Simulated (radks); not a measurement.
Valence configurations of Ta (all share [Xe]). Method: scalar-relativistic Kohn-Sham, LDA (Slater exchange, Perdew-Wang correlation), spin-unpolarised, spherical densities, point nucleus; computed with a radial shooting solver on a logarithmic mesh with Libxc functionals. Energies are relative to 4f14 5d3 6s2; eigenvalues in eV.

valence,E (eV),e(4f),e(5d),e(6p),e(6s)
4f14 5d3 6s2,0.000,-24.929,-3.783,-,-5.613
4f14 5d2 6s2 6p1,3.094,-28.670,-6.388,-2.447,-7.189
4f13 5d4 6s2,24.867,-33.359,-4.798,-,-5.789
4f14 5d4 6s1,2.088,-23.242,-2.831,-,-5.157
4f14 5d3 6p2,8.782,-27.871,-6.277,-2.794,-
4f12 5d5 6s2,57.412,-42.304,-5.813,-,-5.920
4f13 5d4 6p2,34.055,-36.373,-7.442,-2.841,-
4f14 5d4 6p1,6.047,-24.651,-4.066,-2.035,-
4f13.5 5d3 6s2 6p0.5,13.118,-30.978,-5.648,-2.003,-6.538
4f11.5 5d5 6s2 6p0.5,79.425,-49.147,-7.961,-2.027,-6.919

NIST lists [Xe] 4f14 5d3 6s2 as the ground configuration; this level of theory agrees among the configurations tried. The energies are those of spherical spin-averaged densities, not of single terms.
